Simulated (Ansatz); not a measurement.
Molecule: C4H10O2 (charge 0, singlet). SMILES: COC(C)OC
Geometry from a B3LYP-D3(BJ)/def2-TZVP (Ansatz, a program for electronic structure) optimisation:
```xyz
16

C      0.1307    -1.8674    -0.1538
C     -0.2303    -0.4065     0.0098
O      0.8784     0.3645     0.4531
C      1.0594     0.3800     1.8524
O     -0.6328     0.0754    -1.2312
C     -1.1423     1.3992    -1.2040
H      0.4817    -2.2838     0.7907
H     -0.7384    -2.4366    -0.4836
H      0.9216    -1.9588    -0.8981
H     -1.0462    -0.2784     0.7445
H      1.3344    -0.6056     2.2461
H      0.1537     0.7211     2.3700
H      1.8701     1.0758     2.0615
H     -1.9849     1.4787    -0.5057
H     -1.4909     1.6214    -2.2106
H     -0.3711     2.1161    -0.9162
```

Computed values are from Ansatz. Correlated levels leave the core frozen unless marked. UHF or UKS for open shells. No spin-orbit coupling. Non-relativistic. CBS(X,Y): correlation extrapolated as X^-3; Hartree-Fock from the larger set. [CCSD(T)-MP2]/basis is that difference in the basis named.

The atomisation energy De is 1484.9 kcal/mol at CCSD(T)/CBS(cc-pVTZ,cc-pVQZ). The vertical ionisation energy (to the doublet) is 10.10 eV at RI-MP2/CBS(aug-cc-pVTZ,aug-cc-pVQZ)+[CCSD(T)-MP2]/aug-cc-pVTZ. The vertical triplet-singlet gap comes out as 7.08 eV at RI-MP2/CBS(aug-cc-pVTZ,aug-cc-pVQZ)+[CCSD(T)-MP2]/aug-cc-pVTZ. The total energy is -308.5313 Eh at CCSD(T)/CBS(cc-pVTZ,cc-pVQZ) and the dipole moment is 1.92 D at CCSD(T)/aug-cc-pVDZ. The T1 diagnostic comes out as 0.011 at CCSD/cc-pVQZ and the measured enthalpy of formation, 298 K is -93.1 kcal/mol (CRC Handbook, as tabulated in the package chemicals; older table, unchecked).
